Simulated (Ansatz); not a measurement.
`C[SiH2]C#N` → `[CH2]` (triplet) + `N#C[SiH3]` at 700 K and 1 bar (formal loss of a carbene).

Calculated with Ansatz (gas phase, PBE0-D4/def2-TZVP geometries, no zero-point term in ΔE). CCSD(T)/CBS is the MP2 limit (def2-TZVPP, def2-QZVPP) plus CCSD(T) − MP2 in def2-TZVPP, frozen cores. This one scheme is used for every species. Triplets are unrestricted, without spin–orbit coupling.

```
          species  CCSD(T)/CBS energy (Eh)  H − E (kJ/mol)  S (J/(mol·K))
     `C[SiH2]C#N`               -422.89500           228.6          410.4
`[CH2]` (triplet)                -39.09499            70.4          226.8
      `N#C[SiH3]`               -383.61554           133.4          333.7
```

H − E and S are ideal-gas, rigid-rotor, harmonic terms from PBE0-D4/def2-TZVP, with the whole ground term of open shells counted as degenerate. 1 Eh = 2625.50 kJ/mol, R = 8.31446 J/(mol·K).

Problem. By hand: ΔE, ΔH, ΔS and ΔG.

Solution. ΔE = (-39.09499) + (-383.61554) − (-422.89500) = 0.18447 Eh = 484.3 kJ/mol. Δ(H − E) = 70.4 + 133.4 − 228.6 = -24.8, so ΔH = 459.5 kJ/mol. ΔS = 226.8 + 333.7 − 410.4 = 150.1 J/(mol·K). ΔG = 459.5 − 700 × (150.1)/1000 = 354.4 kJ/mol.

Problem. By hand: the equilibrium constant, and the temperature at which ΔG would vanish if ΔH and ΔS stayed fixed.

Solution. log₁₀ K = −ΔG/(RT ln 10) = -26.4. ΔG = 0 at ΔH/ΔS = 3061 K, far beyond where these terms or the molecules hold.

The number of gas molecules changes by +1, which sets the sign of ΔS. A doubt of 5 kJ/mol in ΔE shifts log₁₀ K by 0.4 here. A triplet takes part, so the spin changes. These are equilibria of isolated gas molecules and say nothing of rates. Largest T1 diagnostic: 0.013 (customary marks: 0.02 for closed shells, 0.045 for open ones).
